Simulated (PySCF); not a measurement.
Isomers of C6H14N2, mass 114.116 u with the commonest isotopes. Theory: PBE0/pcSseg-1 in PySCF (dipole) on a GFN2-xTB geometry, gas phase. One conformer each, none proved a minimum here; rigid rotors.

Question: Order these by rotational constant A, smallest first.
A. `[CH3:1]/[CH:2]=[C:3](\[CH2:4][NH2:5])[CH2:6][CH2:7][NH2:8]` with C2–C3–C4–N5 -65°, C3–C4–N5–H -177° and -58°, C2–C3–C6–C7 -85°, C3–C6–C7–N8 -62°, C6–C7–N8–H -57° and 62°
B. `[CH3:1][CH2:2][N:3]1[NH:4][CH2:5][CH2:6][C@@H:7]1[CH3:8]` with C1–C2–N3–N4 65°, C2–N3–N4–C5 101°, N3–N4–C5–C6 36°, N4–C5–C6–C7 -33°, C5–C6–C7–C8 138°
C. `[CH3:1][NH:2][N:3]1[CH2:4][CH2:5][CH2:6][CH2:7][CH2:8]1` with C1–N2–N3–C4 -150°, N2–N3–C4–C5 170°, N3–C4–C5–C6 59°, C4–C5–C6–C7 -56°, C5–C6–C7–C8 55°

Answer: A (2729 MHz), B (2983 MHz), C (4058 MHz).

Question: Order these by dipole moment, largest first.
A. `[CH3:1][CH2:2][N:3]1[NH:4][CH2:5][CH2:6][C@@H:7]1[CH3:8]` with C1–C2–N3–N4 65°, C2–N3–N4–C5 101°, N3–N4–C5–C6 36°, N4–C5–C6–C7 -33°, C5–C6–C7–C8 138°
B. `[CH3:1]/[CH:2]=[C:3](\[CH2:4][NH2:5])[CH2:6][CH2:7][NH2:8]` with C2–C3–C4–N5 -65°, C3–C4–N5–H -177° and -58°, C2–C3–C6–C7 -85°, C3–C6–C7–N8 -62°, C6–C7–N8–H -57° and 62°
C. `[CH3:1][NH:2][N:3]1[CH2:4][CH2:5][CH2:6][CH2:7][CH2:8]1` with C1–N2–N3–C4 -150°, N2–N3–C4–C5 170°, N3–C4–C5–C6 59°, C4–C5–C6–C7 -56°, C5–C6–C7–C8 55°

Answer: B (1.80 D), A (1.60 D), C (1.21 D).

Question: Order these by out-of-plane moment Σ m c² = (Ia + Ib − Ic)/2, smallest first.
A. `[CH3:1][CH2:2][N:3]1[NH:4][CH2:5][CH2:6][C@@H:7]1[CH3:8]` with C1–C2–N3–N4 65°, C2–N3–N4–C5 101°, N3–N4–C5–C6 36°, N4–C5–C6–C7 -33°, C5–C6–C7–C8 138°
B. `[CH3:1][NH:2][N:3]1[CH2:4][CH2:5][CH2:6][CH2:7][CH2:8]1` with C1–N2–N3–C4 -150°, N2–N3–C4–C5 170°, N3–C4–C5–C6 59°, C4–C5–C6–C7 -56°, C5–C6–C7–C8 55°
C. `[CH3:1]/[CH:2]=[C:3](\[CH2:4][NH2:5])[CH2:6][CH2:7][NH2:8]` with C2–C3–C4–N5 -65°, C3–C4–N5–H -177° and -58°, C2–C3–C6–C7 -85°, C3–C6–C7–N8 -62°, C6–C7–N8–H -57° and 62°

Answer: B (24.40 u·Å²), A (32.51 u·Å²), C (51.26 u·Å²).

```csv
SMILES,point group,Ia (u·Å²),Ib (u·Å²),Ic (u·Å²),κ,μa (D),μb (D),μc (D)
CCN1NCC[C@@H]1C,C1,169.42,298.86,403.26,-0.49,1.50,0.20,0.54
CNN1CCCCC1,C1,124.53,360.67,436.40,-0.83,0.19,0.97,0.70
C/C=C(\CN)CCN,C1,185.18,399.81,482.47,-0.74,0.53,1.54,0.75
```
